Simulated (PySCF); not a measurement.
This PySCF input asks for the NMR shieldings of SMILES C([SiH2]C#CC)BNC1CC1, C$_{7}$H$_{14}$BNSi; the geometry comes from GFN2-xTB.

```python
import basis_set_exchange as bse
import numpy as np
from pyscf import gto, dft
from pyscf.prop import nmr

atoms = """
C     2.368833    2.162738   -0.687576
C     2.243639    0.834603   -0.124155
C     2.139166   -0.269078    0.349173
Si    1.964945   -1.960820    1.081209
C     0.324706   -2.720996    0.481024
B    -0.902691   -1.822829    0.902116
N    -1.111725   -0.635603    0.220746
C    -2.090583    0.364225    0.470469
C    -2.612493    1.204511   -0.658757
C    -1.714031    1.815692    0.380072
H     1.604080    2.326257   -1.448212
H     2.253223    2.911410    0.097053
H     3.350307    2.282624   -1.146892
H     2.005127   -1.831441    2.545171
H     3.107193   -2.765459    0.610787
H     0.250638   -3.734794    0.874644
H     0.387177   -2.814151   -0.605163
H    -1.622602   -2.100651    1.787886
H    -0.471621   -0.366019   -0.514481
H    -2.784656    0.068091    1.245966
H    -2.203643    1.036323   -1.644007
H    -3.656142    1.477234   -0.663424
H    -2.140874    2.507282    1.089030
H    -0.699709    2.050613    0.096239
"""
names = dict.fromkeys(["C", "Si", "B", "N", "H"], "pcSseg-1")
basis = {el: gto.basis.parse(bse.get_basis(n, elements=[el], fmt="nwchem")) for el, n in names.items()}
mol = gto.M(atom=atoms, basis=basis, charge=0, verbose=0)
mf = dft.RKS(mol, xc="PBE0")
mf.grids.level = 2
mf.grids.alignment = dft.numint.BLKSIZE   # the property module wants whole blocks of grid points
mf.conv_tol = 1e-9
mf.kernel()

calc = nmr.RKS(mf)   # GIAO
C = mf.mo_coeff
Co = C[:, mf.mo_occ > 0]
resp = mf.gen_response(singlet=True, hermi=2)
def vind(x):   # induced exchange potential for any number of trial vectors
    d = np.einsum("pi,xij,qj->xpq", C, 2 * x.reshape(-1, C.shape[1], Co.shape[1]), Co, optimize=True)
    return np.einsum("xpq,pi,qj->xij", resp(d - d.transpose(0, 2, 1)), C, Co, optimize=True).ravel()
mo1, _ = nmr.rhf.solve_mo1(calc, with_cphf=vind)
sigma = calc.kernel(mo1)
for i, s in enumerate(sigma):   # ppm
    print("%2d %-2s %9.2f" % (i, mol.atom_pure_symbol(i), np.trace(s) / 3))
```

Question: Give the expected output.

Answer: 
```
 0 C     180.72
 1 C      73.82
 2 C     100.84
 3 Si    419.49
 4 C     182.86
 5 B      62.54
 6 N     109.54
 7 C     152.74
 8 C     177.66
 9 C     177.46
10 H      29.78
11 H      29.58
12 H      29.55
13 H      27.34
14 H      27.11
15 H      31.36
16 H      31.51
17 H      26.50
18 H      27.95
19 H      28.95
20 H      31.50
21 H      31.04
22 H      31.05
23 H      31.39
```

These numbers come from an equivalent density-fitted implementation of the same equations, which agrees with the script to about 0.01 ppm for H and up to a few tenths of a ppm for heavy atoms, so last digits may differ.

Size and cost of the density-fitted run: 247 basis functions, 110 s wall time on 1 thread of an Arm Neoverse N1, shared host; peak memory 1.1 GiB.
